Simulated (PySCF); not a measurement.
Species: C₈H₁₀N₂.
Structure used (GFN2-xTB), in Å, numbered top down from 1:
```
atom  x, y, z in Å
H1    -2.3756   -2.3771    0.6551
N2    -2.7661   -2.0034   -0.2104
C3    -2.1865   -0.9738   -0.6414
C4    -1.0389   -0.2732   -0.0553
C5    -0.9264    1.2378   -0.2182
C6    -0.0916    1.8784    0.8196
C7     1.1615    1.4463    0.7627
C8     1.3912    0.4931   -0.3816
C9     1.9412   -0.8422    0.0220
N10    1.8678   -1.2342    1.2097
H11    2.2302   -2.1676    1.3918
C12   -0.0071    0.3320   -0.9793
H13   -2.5821   -0.5529   -1.5637
H14   -0.6671   -0.6862    0.8774
H15   -1.7477    1.7732   -0.6701
H16   -0.4923    2.5848    1.5244
H17    1.9616    1.7081    1.4303
H18    2.0675    0.9366   -1.1228
H19    2.3539   -1.4302   -0.8119
H20   -0.0986    0.1612   -2.0414
```

Computed at PBE0/pcSseg-1 (PySCF, non-relativistic), with Q(14N) = 0.02044 b: N2, 14N (I = 1): χzz = -4.818 MHz, η = 0.320; N10, 14N (I = 1): χzz = -4.869 MHz, η = 0.394.

**Question.** Where would the pure quadrupole (NQR) lines of 14N at N2 fall for the rigid, isolated species?

**Answer.** From ν± = (3/4)|χ|(1 ± η/3) and ν0 = |χ|η/2: ν+ 3.999 MHz, ν− 3.228 MHz, ν0 0.771 MHz (imine nitrogen).

**Question.** Where would the pure quadrupole (NQR) lines of 14N at N10 fall for the rigid, isolated species?

**Answer.** From ν± = (3/4)|χ|(1 ± η/3) and ν0 = |χ|η/2: ν+ 4.132 MHz, ν− 3.172 MHz, ν0 0.960 MHz (imine nitrogen).

In a crystal, neighbours and librations shift these lines. GFN2-xTB bond lengths can be off by several hundredths of an ångström, more for odd bonds, and the gradients follow them. The small basis limits the accuracy of the gradients.

These values come from a run that also computed NMR shieldings. The run took 69 s on one thread of an Arm Neoverse N1, shared host.

One conformer stands for the species.
